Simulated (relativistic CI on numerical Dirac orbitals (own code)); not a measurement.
Pt58+: sensitivity of the levels to the model

Base calculation: Dirac-Coulomb-Breit CI, KLI orbitals optimised for each configuration, QED by a radiative potential, unscaled Slater integrals.

Configurations in the expansion (outside the closed core [Ne]): 3s²3p⁶3d², 3s²3p⁵3d³, 3s3p⁶3d³, 3s²3p⁶3d4s, 3s²3p⁶3d4p, 3s²3p⁶3d4d, 3s²3p⁵3d²4s, 3s²3p⁶3d4f, 3s²3p⁵3d²4p, 3s²3p⁵3d²4d, 3s3p⁶3d²4s, 3p⁶3d³4p, 3s²3p⁶4s², 3s3p⁶3d²4p, 3s²3p⁶4s4p, 3s²3p⁶3d5s, 3s²3p⁶3d5d, 3s²3p⁶3d5g, 3p⁶3d⁴, 3p⁵3d⁵, 3p⁵3d⁴4s, 3p⁶3d³4s, 3p⁵3d³4s², 3s²3p⁶4p², 3s²3p⁵4s4p², 3s²3p⁶4s4d, 3s²3p⁵4s²4d, 3s3p⁶3d4s², 3s3p⁶4s²4p, 3s3p⁶4s²4d. Double excitations out of closed p, d and f shells are left out; levels of such configurations are missing from the list, as are those of other unlisted configurations, and high levels can miss mixing partners. These lack a partner that the ground configuration has and come out too high: 3s²3p⁵3d²4p, 3s²3p⁵3d²4d.

The lowest level and the first level of each name with at least 55 % of one term (blank where a level has no safe partner in the second run):

```
         Level  Base (eV)  Shift (eV)
 3s²3p⁶3d² ³F2      0.000       0.000
 3s²3p⁶3d² ³P0     26.072      +0.165
 3s²3p⁶3d² ³F3     93.231      -0.020
 3s²3p⁶3d² ¹G4    108.330      -0.037
 3s²3p⁶3d² ³P1    110.170      +0.006
 3s²3p⁶3d² ³F4    195.350      -0.039
 3s²3p⁶3d² ¹S0    231.747      +0.222
3s²3p⁵3d³ ³I°7    488.663      -0.296
3s²3p⁵3d³ ³P°1    490.164      -0.242
```

At this charge energies of transitions that change n are usually good to better than 1 %, and those within a shell (Δn = 0) to a few per cent.

Question: One thing was changed in a second run, which moved the levels as shown. Which?
A. QED terms removed
B. only the first 3 configurations
C. one mean potential for all configurations
D. Breit term removed

Answer: B. Only the first 3 configurations. With fewer configurations the levels that remain lose their mixing partners.

LS names give the leading component of a level, which can be under half, so a name can repeat, a term be missing and a line seem to break the LS rules.
